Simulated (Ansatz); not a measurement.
Ge6N. Charge 0, multiplicity 2. Geometry PBE-D4/def2-SVP.

```xyz
7

N     0.837   -0.245    0.155
Ge   -0.794   -1.258   -0.990
Ge    1.027   -2.043    0.870
Ge    0.821    0.741   -1.693
Ge   -1.569    1.386   -0.649
Ge    0.649    1.720    0.839
Ge   -0.972   -0.300    1.468
```

Another isomer (doublet) lies 0.45 eV lower at PBE0-D4/def2-TZVP; other spin states weren't run for this one.

**Question.** Estimate the α-spin orbital energies around the gap (eV) in Ansatz with PBE-D4/def2-SVP, PBE-D4/def2-TZVP, r2SCAN-D4/def2-TZVP, r2SCANh-D4/def2-TZVP, PBE0-D4/def2-TZVP.

**Answer.** 
| orbital | PBE-D4/def2-SVP | PBE-D4/def2-TZVP | r2SCAN-D4/def2-TZVP | r2SCANh-D4/def2-TZVP | PBE0-D4/def2-TZVP |
| --- | --- | --- | --- | --- | --- |
| HOMO−5 | -7.70 | -7.63 | -8.00 | -8.40 | -8.76 |
| HOMO−4 | -6.63 | -6.56 | -6.86 | -7.14 | -7.36 |
| HOMO−3 | -5.55 | -5.51 | -5.81 | -6.12 | -6.39 |
| HOMO−2 | -5.45 | -5.40 | -5.64 | -5.91 | -6.17 |
| HOMO−1 | -4.97 | -4.93 | -5.17 | -5.45 | -5.72 |
| HOMO | -4.12 | -4.09 | -4.41 | -4.68 | -4.85 |
| LUMO | -3.39 | -3.35 | -3.43 | -3.20 | -2.78 |
| LUMO+1 | -3.07 | -3.03 | -3.09 | -2.85 | -2.43 |
| LUMO+2 | -2.93 | -2.94 | -2.96 | -2.70 | -2.29 |
| LUMO+3 | -2.24 | -2.25 | -2.20 | -1.94 | -1.58 |
| LUMO+4 | -1.70 | -1.72 | -1.70 | -1.47 | -1.13 |
| LUMO+5 | -0.60 | -0.72 | -0.49 | -0.21 | 0.05 |
| β HOMO | -4.88 | -4.84 | -5.07 | -5.35 | -5.61 |
| β LUMO | -3.58 | -3.53 | -3.45 | -3.20 | -2.89 |
